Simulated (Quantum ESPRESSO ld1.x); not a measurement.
Results of a calculation; reference values are marked as such.
Question: Radial electron density D(r) = 4 pi r^2 rho(r) of an atom or ion with 34 electrons. Level of theory: Dirac Kohn-Sham, relativistic LDA (MacDonald-Vosko exchange, VWN5 correlation), spin-unpolarised, spherical densities, point nucleus (ld1.x of Quantum ESPRESSO 7.5).

```
   r/bohr * D(r) (the largest magnitude, 101, reaches the edge; | marks zero)
 0.003109 |         *
 0.004048 |             *
 0.005229 |                   *
 0.006809 |                         *
 0.008795 |                                *
  0.01136 |                                      *
  0.01479 |                                          *
  0.01911 |                                          *
  0.02488 |                                       *
  0.03214 |                                     *
  0.04186 |                                        *
  0.05407 |                                                *
   0.0704 |                                                      *
  0.09094 |                                                  *
   0.1175 |                                         *
    0.153 |                                       *
   0.1976 |                                             *
   0.2573 |                                         *
   0.3324 |                       *
   0.4328 |           *
    0.559 |        *
   0.7279 |    *
   0.9403 |*
    1.215 *
    1.582 *
```

What is the nuclear charge?

Answer: Z = 59. The innermost maximum, from 1s, lies near gamma/Z bohr with gamma = sqrt(1 - (Z/c)^2) = 0.903, here 0.0153 bohr (found: 0.0169), and its height grows with Z. The density is that of the praseodymium ion Pr25+ in [Ar] 3d10 4s2 4p4; the configuration itself is not fixed sharply by these data, and Z only to a few units. D(r) has 3 maxima, at r = 0.0169, 0.0739, 0.212 bohr, and minima at 0.0327, 0.139 bohr, inside which lie 2.01, 11.08 electrons.
